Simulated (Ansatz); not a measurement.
Reaction (hydrogenolysis of a B–Si bond): `BC([SiH3])B[SiH3]` + H₂ → `BC(B)[SiH3]` + SiH₄

Calculated with Ansatz (gas phase, PBE0-D4/def2-TZVP geometries, no zero-point term in ΔE). CBS: MP2 limit from def2 TZ/QZ plus the TZ coupled-cluster correction, frozen cores. This one scheme is used for every species. Functionals use def2-TZVPP. B3LYP here is the variant with VWN-RPA as its local correlation; programs differ in this. One conformer a species, not always the lowest.

```
             level  ΔE (kJ/mol)  difference from CCSD(T)/CBS
           PBE0-D4        -28.4                          6.9
          B3LYP-D4        -37.3                         -2.0
           ωB97M-V        -38.9                         -3.6
               PBE        -31.9                          3.4
             B3LYP        -53.5                        -18.2
SCS-MP2/def2-TZVPP        -46.0                        -10.7
     HF/def2-QZVPP        -77.9                        -42.6
    MP2/def2-QZVPP        -35.8                         -0.5
SCS-MP2/def2-QZVPP        -44.4                         -9.1
     MP2/CBS(def2)        -34.3                          1.0
       CCSD(T)/CBS        -35.3                            0
```

Largest T1 diagnostic among the species: 0.013.

In def2-TZVPP, CCSD(T) changes the Hartree–Fock value by +39.1 kJ/mol (the triples alone add +6.8 kJ/mol) and MP2 by +40.0 kJ/mol. From PBE to PBE0 (25 % exact exchange), in def2-TZVPP and without D4, ΔE moves by −5.6 kJ/mol. The D4 term adds +16.3 kJ/mol with B3LYP and +9.1 kJ/mol with PBE0; it sums over pairs of atoms, weighted by their polarisabilities, and B3LYP, whose exchange is more repulsive, gets the larger term.
